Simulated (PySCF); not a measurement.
# Correlation energy of Br- (bromine, charge -1)

[Kr], closed-shell 1S. All numbers are calculated (PySCF 2.14, the non-relativistic Hamiltonian (point nucleus), in def2-TZVPPD (7s6p5d1f, 57 functions)). Frozen: [Ar] 3d10; 8 electrons correlated.

```
  level  correlation energy (mhartree)
   CCSD                        -185.55
    (T)                          -7.02
CCSD(T)                        -192.57
```

Diagnostics: T1 = 0.0063, D1 = 0.0091, largest double amplitude 0.034.

Cost of the coupled-cluster step: about 1.1 core-seconds, for 8 correlated electrons.
